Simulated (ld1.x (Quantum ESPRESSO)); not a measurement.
Before and after: RRKJ potential for Ag

```
Element                 : silver
Generator               : ld1.x (Quantum ESPRESSO) 7.5
Type                    : norm-conserving RRKJ (Kleinman–Bylander form)
Functional              : LDA (PZ)
Relativity              : scalar-relativistic
Frozen core             : [Kr]
Valence charge          : 11
Reference configuration : 4d10 5s0.75 5p0 (charge +0.25)
Partial waves           : 5p (bound, empty): rc 2.55 bohr; 4d (bound): rc 1.85 bohr; 5s (bound): rc 1.80 bohr
Local potential         : the s channel
Core correction         : none
rho0                    : 0.02
```

Change: wave 5s (bound): rc 1.80 bohr becomes 5s (bound): rc 1.70 bohr.

Cutoffs: the cutoffs (Ry, on a coarse ladder) from which the occupation-weighted sum of valence levels, in a spherical-Bessel basis at the reference potential, stays within 10 and 1 mRy of its value at 400 Ry; they do not see the model core or the augmentation charge, which bear on the density cutoff. Errors are all-electron minus pseudo energies relative to the spin-unpolarised reference configuration.

Q: Predict the effect on cutoff, ghosts and configuration errors.

A: The potential gets neither clearly harder nor softer (50 Ry and 70 Ry → 50 Ry and 70 Ry); the d channel sets the loose cutoff, while the largest relative change is in s, which becomes harder; of the 9 tests that both files solve, the error grows in 3 and shrinks in 2 by more than 15 % and 0.3 meV (median size 67.3 → 22.4 meV); neither file shows a bound ghost.

```tsv
quantity	base	changed
cutoff, loose	50 Ry	50 Ry
cutoff, tight	70 Ry	70 Ry
loose cutoff by channel (10 mRy a level)	d 40 Ry, s 18 Ry	d 40 Ry, s 25 Ry
bound ghosts	none	none
error for 4d10 5s1 5p0, meV [ΔE -1.38 eV]	+0.4	+0.6
error for 4d10 5s0 5p0, meV [ΔE 6.72 eV]	+1.0	+4.0
error for 4d9 5s0 5p0, meV [ΔE 29.10 eV]	-84	-76
error for 4d9 5s2 5p0, meV [ΔE 2.58 eV]	-71	-22
error for 4d8 5s0 5p0, meV [ΔE 65.54 eV]	-447	-412
error for 4d9 5s1 5p0, meV [ΔE 12.00 eV]	-67	-28
error for 4d7 5s0 5p0, meV [ΔE 117.46 eV]	-1134	-1056
error for 4d10 5s0.75 5p0 (spin-polarised), meV [ΔE -0.09 eV]	+1.6	+2.6
error for 4d10 5s1 5p0 (spin-polarised), meV [ΔE -1.53 eV]	+3.0	+4.6
s: phases at 2.73 bohr within 0.05 rad from the reference energy up to (Ry; the scan ends near 5)	1.5	0.7
p: phases at 2.73 bohr within 0.05 rad from the reference energy up to (Ry; the scan ends near 5)	4.3	to the end of the scan
d: phases at 2.73 bohr within 0.05 rad from the reference energy up to (Ry; the scan ends near 5)	0.8	0.9
```
